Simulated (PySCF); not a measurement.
# Radial density of Zr⁺ (zirconium, charge +1)

r2SCAN0, [Kr] 4d3, high-spin 4F determinant (an excited configuration). Calculation: PySCF 2.14, in dyall-av2z (22s15p11d2f, 136 functions); the non-relativistic Hamiltonian (point nucleus).

```json
{"r (bohr)": "0.000599", "4πr²ρ (e/bohr)": "0.1913", "4πr²(ρα − ρβ)": "0.0000"}
{"r (bohr)": "0.00101", "4πr²ρ (e/bohr)": "0.5238", "4πr²(ρα − ρβ)": "0.0000"}
{"r (bohr)": "0.00169", "4πr²ρ (e/bohr)": "1.403", "4πr²(ρα − ρβ)": "0.0000"}
{"r (bohr)": "0.00285", "4πr²ρ (e/bohr)": "3.618", "4πr²(ρα − ρβ)": "-0.0001"}
{"r (bohr)": "0.00480", "4πr²ρ (e/bohr)": "8.764", "4πr²(ρα − ρβ)": "-0.0003"}
{"r (bohr)": "0.00807", "4πr²ρ (e/bohr)": "19.10", "4πr²(ρα − ρβ)": "-0.0006"}
{"r (bohr)": "0.0136", "4πr²ρ (e/bohr)": "34.95", "4πr²(ρα − ρβ)": "-0.0011"}
{"r (bohr)": "0.0228", "4πr²ρ (e/bohr)": "48.26", "4πr²(ρα − ρβ)": "-0.0019"}
{"r (bohr)": "0.0384", "4πr²ρ (e/bohr)": "45.99", "4πr²(ρα − ρβ)": "-0.0036"}
{"r (bohr)": "0.0646", "4πr²ρ (e/bohr)": "43.45", "4πr²(ρα − ρβ)": "-0.0056"}
{"r (bohr)": "0.109", "4πr²ρ (e/bohr)": "60.22", "4πr²(ρα − ρβ)": "0.0257"}
{"r (bohr)": "0.183", "4πr²ρ (e/bohr)": "44.96", "4πr²(ρα − ρβ)": "0.1696"}
{"r (bohr)": "0.307", "4πr²ρ (e/bohr)": "42.28", "4πr²(ρα − ρβ)": "0.2495"}
{"r (bohr)": "0.517", "4πr²ρ (e/bohr)": "32.55", "4πr²(ρα − ρβ)": "0.0155"}
{"r (bohr)": "0.869", "4πr²ρ (e/bohr)": "9.451", "4πr²(ρα − ρβ)": "0.3414"}
{"r (bohr)": "1.46", "4πr²ρ (e/bohr)": "7.558", "4πr²(ρα − ρβ)": "1.4507"}
{"r (bohr)": "2.46", "4πr²ρ (e/bohr)": "1.662", "4πr²(ρα − ρβ)": "1.0090"}
{"r (bohr)": "4.14", "4πr²ρ (e/bohr)": "0.1765", "4πr²(ρα − ρβ)": "0.1713"}
{"r (bohr)": "6.96", "4πr²ρ (e/bohr)": "0.003700", "4πr²(ρα − ρβ)": "0.0037"}
```

A non-relativistic calculation at this Z misses sizeable relativistic shifts.

Where is the radial spin density 4πr²(ρα − ρβ) most negative, and why is it negative at all?

Around r = 0.0646 bohr, down to -0.0056 e/bohr: exchange with the open shell polarises the paired shells in an unrestricted calculation.
